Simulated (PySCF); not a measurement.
## C₆ coefficients of unlike pairs at UHF

Calculated with PySCF 2.14 from the dipole response of each species, C₆(A,B) = (3/π) ∫ α_A(iu) α_B(iu) du, in atomic units, from isotropic polarisabilities. For ions this is the dispersion term alone; charge-induced terms of lower order in 1/R come first.

| species | configuration | basis | relativity | α (bohr³) | C₆ (like pair) |
| --- | --- | --- | --- | --- | --- |
| Ba²⁺ | [Xe] (1S) | aug-cc-pwCVTZ-X2C with one added diffuse shell each of s, p, d, f type (12s11p9d5f) | spin-free X2C | 10.55 | 76.49 |
| Ru⁺ | [Kr] 4d7 (4F) | aug-cc-pVDZ-PP with ECP28MDF (5s5p4d2f) | core potential | 12.46 | 75.97 |
| Tc²⁺ | [Kr] 4d5 (6S) | def2-QZVPPD with the def2 core potential (28 electrons) (7s5p4d4f2g) | core potential | 8.076 | 43.06 |
| Rh | [Kr] 4d8 5s1 (4F) | def2-TZVPPD with the def2 core potential (28 electrons) (6s4p3d2f1g) | core potential | 87.47 | 748.3 |

Task: Estimate C₆ for Rh with Tc²⁺.

Result: The integral gives 136.5. The combination rule 2 C_A C_B / (C_A α_B/α_A + C_B α_A/α_B) gives 120.4 and the geometric mean 179.5.

No spin-orbit coupling is included.

The other pairs:

| pair | C₆ |
| --- | --- |
| Ru⁺, Ba²⁺ | 75.87 |
| Tc²⁺, Ru⁺ | 56.96 |
| Tc²⁺, Ba²⁺ | 57.31 |
| Rh, Ru⁺ | 193.2 |
| Rh, Ba²⁺ | 181.1 |
